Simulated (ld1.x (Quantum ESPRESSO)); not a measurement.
## Before and after: RRKJ potential for Sc

```
Element                 : Sc
Generator               : ld1.x (Quantum ESPRESSO) 7.5
Type                    : norm-conserving RRKJ (Kleinman–Bylander form)
Functional              : LDA (PZ)
Relativity              : scalar-relativistic
Frozen core             : [Ne] 3s2
Valence charge          : 9
Reference configuration : 3p6 3d1 4s1.5 4p0 (charge +0.5)
Partial waves           : 3p (bound): rc 1.25 bohr; 3d (bound): rc 1.75 bohr; 4s (bound): rc 2.45 bohr
Local potential         : the s channel
Core correction         : Bessel-smoothed model core inside 0.95 bohr
```

Change: wave 3d (bound): rc 1.75 bohr becomes 3d (bound): rc 1.20 bohr.

Cutoffs: the cutoffs (Ry, on a coarse ladder) from which the occupation-weighted sum of valence levels, in a spherical-Bessel basis at the reference potential, stays within 10 and 1 mRy of its value at 400 Ry; they do not see the model core or the augmentation charge, which bear on the density cutoff. Errors are all-electron minus pseudo energies relative to the spin-unpolarised reference configuration.

Question: Predict the effect on cutoff, ghosts and configuration errors.

Answer: The potential gets harder (80 Ry and 100 Ry → 90 Ry and 110 Ry); of the 9 tests that both files solve, the error grows in 3 and shrinks in 2 by more than 15 % and 0.3 meV (median size 14.4 → 15.6 meV); neither file shows a bound ghost at the reference potential, the only one tested. A smaller radius makes the pseudo-wave follow the all-electron one further in, where it bends more sharply, so more plane waves are needed.

| quantity | base | changed |
| --- | --- | --- |
| cutoff, loose | 80 Ry | 90 Ry |
| cutoff, tight | 100 Ry | 110 Ry |
| loose cutoff by channel (10 mRy a level) | p 60 Ry, d 45 Ry, s 6 Ry | p 60 Ry, d 90 Ry, s 6 Ry |
| bound ghosts | none | none |
| error for 3p6 3d1 4s2 4p0, meV [ΔE -2.82 eV] | +0.3 | +0.1 |
| error for 3p6 3d1 4s1 4p0, meV [ΔE 4.24 eV] | -0.4 | -0.5 |
| error for 3p6 3d1 4s0 4p0, meV [ΔE 17.20 eV] | -14 | -16 |
| error for 3p6 3d1.5 4s1.5 4p0, meV [ΔE -2.18 eV] | -21 | -26 |
| error for 3p6 3d1 4s0 4p2, meV [ΔE 3.00 eV] | -1167 | -1168 |
| error for 3p6 3d0 4s2 4p0, meV [ΔE 5.78 eV] | -76 | -144 |
| error for 3p6 3d0 4s0 4p0, meV [ΔE 42.29 eV] | -26 | -96 |
| error for 3p6 3d1 4s1.5 4p0 (spin-polarised), meV [ΔE -0.27 eV] | +10 | +7.2 |
| error for 3p6 3d1 4s2 4p0 (spin-polarised), meV [ΔE -2.98 eV] | +9.9 | +7.0 |
| s: phases at 2.65 bohr within 0.05 rad from the reference energy up to (Ry; the scan ends near 5) | 0.5 | 0.5 |
| p: phases at 2.65 bohr within 0.05 rad from the reference energy up to (Ry; the scan ends near 5) | -1.3 | -1.3 |
| d: phases at 2.65 bohr within 0.05 rad from the reference energy up to (Ry; the scan ends near 5) | 0.2 | 0.2 |

Base: These tests converged, but a pseudo level misses the all-electron one widely, so the file describes the atom poorly there or has found another state: 3p6 3d0 4s0 4p0: empty 4p by 2.6 eV. Changed file: These tests converged, but a pseudo level misses the all-electron one widely, so the file describes the atom poorly there or has found another state: 3p6 3d0 4s0 4p0: empty 4p by 2.6 eV.
